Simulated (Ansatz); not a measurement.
The cluster Sr3S4⁻, relaxed as a doublet with UKS PBE-D4/def2-SVPD in Ansatz, starting from the GFN1-xTB geometry. Force threshold 0.02 eV/Å.

In the def2 sets Sr takes a core potential; there is no spin–orbit coupling. An occupied level of the charge -1 doublet lies above an empty one (by up to 0.03 eV), so this SCF solution is probably not the lowest. The gap within one spin of the charge -1 doublet nearly closes, so an electron or hole may be smeared out by delocalisation error. The relaxation made no stability test and no search for a lower SCF solution. The structure comes from a short search, and lower isomers may exist.

Start:

```xyz
7

Sr   -0.071    0.373    2.156
Sr    0.677    1.587   -1.324
Sr   -0.023   -2.056   -0.727
S    -0.461   -0.360   -2.720
S    -1.410   -1.830    1.525
S     1.848   -0.310    0.293
S    -0.559    2.597    0.796
```

| step | energy (eV) | largest force component (eV/Å) | SCF passes |
| --- | --- | --- | --- |
| 1 | -45828.1110 | 1.202 | 56 |
| 2 | -45828.5471 | 0.463 | 42 |
| 3 | -45828.5912 | 0.186 | 41 |
| 4 | -45828.6130 | 0.061 | 37 |
| 5 | -45828.6141 | 0.019 | 30 |
| 6 | -45828.6145 | 0.010 | 29 |
| 7 | -45828.6148 | 0.015 | 30 |

Force components are those of the run's own axes.

End:

```csv
atom,x (Å),y (Å),z (Å)
Sr1,-0.164,0.382,2.123
Sr2,0.720,1.635,-1.327
Sr3,-0.002,-2.110,-0.709
S4,-0.513,-0.376,-2.876
S5,-1.466,-2.072,1.658
S6,1.939,-0.326,0.288
S7,-0.514,2.867,0.843
```

By distances, no bond broke or formed. The bond that changes most is Sr2–S4, from 2.65 to 2.82 Å (atoms count from 1).

The force fell under the threshold at step 5, but the optimiser went on. No frequencies were taken in this run, so the end may be a saddle point.

It took 36 s on 4 threads of AMD EPYC 7B13 on a shared host.
